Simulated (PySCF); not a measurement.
Compound: H6N2SSi.
Bonds: N1–Si2, Si2–N3, Si2–S4. Hydrogens: H5, H6 on N1; H7 on Si2; H8, H9 on N3; H10 on S4.

Level: PBE0/pcSseg-1 and PBE0/def2-SVPD in PySCF, non-relativistic, on one gas-phase PBE0-D3(BJ)/def2-SVP geometry that isn't relaxed in the solvent. The solvent is an IEF-PCM continuum (Bondi radii, 1.10 Å for H, scaled by 1.2). The model holds no explicit solvent molecules, cavitation or dispersion.

Gas phase at PBE0/pcSseg-1: HOMO -7.04 eV, LUMO 0.75 eV, dipole 1.77 D.

Problem. What does the continuum do to the energy, the frontier levels and the dipole at PBE0/pcSseg-1 in chloroform and dimethylsulfoxide?

Solution. 
```csv
solvent,ε,E(solvent) − E(gas) (kJ/mol),polarisation term (kJ/mol),distortion of the solute (kJ/mol),HOMO (eV),LUMO (eV),dipole (D)
chloroform,4.711,-21.24,-22.84,1.60,-7.13,0.85,2.10
dimethylsulfoxide,46.83,-29.67,-32.86,3.19,-7.17,0.89,2.24
```

Polarisation term: ½ Σ q·V over the induced surface charges. Distortion: the rise of the solute's own energy as its density leaves the gas-phase optimum. From chloroform to dimethylsulfoxide the lowering changes by a factor 1.40, Onsager's factor (ε − 1)/(2ε + 1) by 1.36 and ε itself by 9.9.

Problem. Which radius a makes the point-dipole formula ΔE = −[(ε − 1)/(2ε + 1)]·μ²/a³ give the value in dimethylsulfoxide, with the gas-phase dipole?

Solution. μ = 0.695 au and |ΔE| = 0.01130 Eh give a = 1.45 Å; the farthest nucleus lies 2.78 Å from the centroid of the nuclei, so such a sphere wouldn't even hold the nuclei. The formula assumes a rigid point dipole at the centre of a sphere.

Problem. Which Hirshfeld charges (PBE0/pcSseg-1) respond most in chloroform (means over atoms taken as equivalent)?

Solution. 
```
      atoms                environment  gas (e)  solvent (e)  change
         S4  sulfur bonded to Si and H   -0.177       -0.203  -0.026
        H10               S–H hydrogen   +0.051       +0.062  +0.011
H5/H6/H8/H9               N–H hydrogen   +0.119       +0.125  +0.006
      N1/N3     silicon-bound nitrogen   -0.316       -0.319  -0.003
        Si2                SiH silicon   +0.377       +0.376  -0.001
         H7              Si–H hydrogen   -0.096       -0.096   0.000
```

Problem. Which Mayer bond orders change most in chloroform?

Solution. 
```json
{"bond": "Si2–S4", "length (Å)": "2.164", "gas": "0.955", "solvent": "0.926", "change": "-0.029"}
{"bond": "N1–Si2", "length (Å)": "1.720", "gas": "1.077", "solvent": "1.095", "change": "+0.018"}
{"bond": "Si2–N3", "length (Å)": "1.716", "gas": "1.066", "solvent": "1.079", "change": "+0.013"}
{"bond": "N1–H5", "length (Å)": "1.014", "gas": "0.944", "solvent": "0.937", "change": "-0.007"}
{"bond": "N3–H9", "length (Å)": "1.013", "gas": "0.944", "solvent": "0.938", "change": "-0.006"}
{"bond": "N1–H6", "length (Å)": "1.015", "gas": "0.942", "solvent": "0.936", "change": "-0.006"}
{"bond": "N3–H8", "length (Å)": "1.012", "gas": "0.944", "solvent": "0.939", "change": "-0.005"}
{"bond": "S4–H10", "length (Å)": "1.350", "gas": "0.932", "solvent": "0.927", "change": "-0.005"}
```

Gas phase at PBE0/def2-SVPD: HOMO -7.12 eV, LUMO 0.23 eV, dipole 1.55 D.

Problem. What does the continuum do to the energy, the frontier levels and the dipole at PBE0/def2-SVPD in chloroform?

Solution. 
```
   solvent      ε  E(solvent) − E(gas) (kJ/mol)  polarisation term (kJ/mol)  distortion of the solute (kJ/mol)  HOMO (eV)  LUMO (eV)  dipole (D)
chloroform  4.711                        -19.88                      -21.55                               1.67      -7.19       0.33        1.89
```

Problem. How does the static polarisability (PBE0/def2-SVPD, frozen core, with the continuum's full static response) change?

Solution. 
| medium | isotropic (au) | principal values (au) | ⟨r²⟩ of the electrons (bohr²) |
| --- | --- | --- | --- |
| gas | 66.1 | 58.9, 63.9, 75.5 | 558.8 |
| chloroform | 82.9 | 75.2, 79.4, 94.2 | 558.5 |

The isotropic value in chloroform is 1.25 times the gas-phase one; no cavity-field correction is applied. ⟨r²⟩ is taken about the centre of nuclear charge.

The run took 11 s on Arm Neoverse N1, one thread, no GPU (shared host), and the process peaked at 0.55 GiB of memory. This is the whole shielding run at PBE0/pcSseg-1 in dimethylsulfoxide, SCF included.

Conformer computed: `[NH2:1][SiH:2]([NH2:3])[SH:4]`: H–N1–Si2–N3 161°, H–N1–Si2–N3 -57°, H–N3–Si2–N1 166°, H–N3–Si2–N1 -44°, H–S4–Si2–N1 93°.
